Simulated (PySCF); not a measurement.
IO₃F, singlet: structure and spectrum

Computed with PBE0/[I def2-SVP with ECP28, O def2-SVP, F def2-SVP], scalar-relativistic core potentials, density fitting, no spin–orbit coupling, PySCF.

The structure is a saddle point with 1 imaginary mode.

```
Point group                                                                   : C2v
Bond lengths                                                                  : I–F 1.962 Å, I–O 1.814 Å, I–O 1.817 Å (×2)
Bond angles                                                                   : F–I–O 82.8° (×2), F–I–O 180.0°, O–I–O 97.2° (×2), O–I–O 165.6°
Principal quadrupole moments (Buckingham, traceless) about the centre of mass : -7.78, -5.19, 12.98 D Å
Lowest empty level                                                            : -5.91 eV
Zero-point energy (real modes)                                                : 26.1 kJ/mol
Rotational constants                                                          : 0.1622, 0.1336, 0.07326 cm⁻¹
Dipole moment                                                                 : 0.11 D
Highest occupied level                                                        : -9.46 eV
Principal polarisabilities                                                    : 20.6, 47.6, 52.9 bohr³
Atomisation energy without zero-point energy                                  : 546 kJ/mol
```

Harmonic modes (masses in u: I 126.904, O 15.995, F 18.998):
```json
{"symmetry": "b1", "ω (cm⁻¹)": "186i", "IR (km/mol)": "–", "μ (u)": "16.74", "type": "bend"}
{"symmetry": "b1", "ω (cm⁻¹)": "225", "IR (km/mol)": "29.7", "μ (u)": "23.18", "type": "bend"}
{"symmetry": "b2", "ω (cm⁻¹)": "330", "IR (km/mol)": "21.4", "μ (u)": "19.85", "type": "bend"}
{"symmetry": "a1", "ω (cm⁻¹)": "363", "IR (km/mol)": "37.8", "μ (u)": "18.32", "type": "bend"}
{"symmetry": "b2", "ω (cm⁻¹)": "404", "IR (km/mol)": "0.4", "μ (u)": "16.63", "type": "bend"}
{"symmetry": "a1", "ω (cm⁻¹)": "583", "IR (km/mol)": "47.4", "μ (u)": "20.19", "type": "stretch"}
{"symmetry": "a1", "ω (cm⁻¹)": "776", "IR (km/mol)": "1.0", "μ (u)": "16.00", "type": "stretch"}
{"symmetry": "a1", "ω (cm⁻¹)": "836", "IR (km/mol)": "28.8", "μ (u)": "17.96", "type": "stretch"}
{"symmetry": "b2", "ω (cm⁻¹)": "842", "IR (km/mol)": "16.6", "μ (u)": "19.10", "type": "stretch"}
```

In C2v the vibrations span 2b1 + 3b2 + 4a1. Here b1 is antisymmetric to the molecular plane and b2 lies in it.

Charges (e):
```tsv
atom	Mulliken	Löwdin	polar tensor	Mayer order to I1
I1	1.66	1.68	1.55	–
O2,4	-0.42	-0.43	-0.35	1.39
O3	-0.44	-0.46	-0.37	1.44
F5	-0.39	-0.36	-0.49	0.69
```

Mulliken populations on I1 (electrons outside its core potential): s 3.65, p 8.91, d 10.78.

Outer orbital energies (eV). occupied: -12.46, -11.78, -11.26, -10.65, -10.63, -10.21, -10.05, -9.46; empty: -5.91, -5.73, 0.63, 1.91.

Only a few start shapes were tried, so a lower isomer may exist. At this level a singlet minimum of C1 symmetry lies 207 kJ/mol below this structure.

The final relaxation and frequency run took roughly 4 core-minutes on a shared host.
